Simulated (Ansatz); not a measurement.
Cartesian coordinates in Å:
```
As -0.9908 -0.5980 -0.3733
In 1.3762 0.8304 0.5183
H -0.8675 -1.8695 -1.1787
H -2.0009 0.0698 -1.2758
H -1.9909 -1.1326 0.6241
H 2.4918 -0.2749 -0.2067
H 1.0055 0.6788 2.2010
H 0.9767 2.2960 -0.3088
```

The species carries charge 0 and has multiplicity 1. In takes the def2 core potential.

Task: List the ωB97M-V/def2-TZVPP orbital energies in eV (Ansatz 0.2.0). (An estimate is asked.)

Result: Ansatz gave: Occupied: -11605.92, -1474.04, -1315.30, -1315.30, -1315.27, -196.45, -142.55, -142.55, -142.43, -130.46, -86.89, -86.62, -86.62, -48.94, -48.94, -48.84, -48.84, -48.79, -23.42, -23.19, -23.19, -23.11, -23.11, -21.61, -14.45, -13.68, -13.68, -10.75, -9.85, -9.85. Lowest empty: 0.66, 1.58, 1.58, 2.18, 2.19, 2.55, 3.14, 3.56.
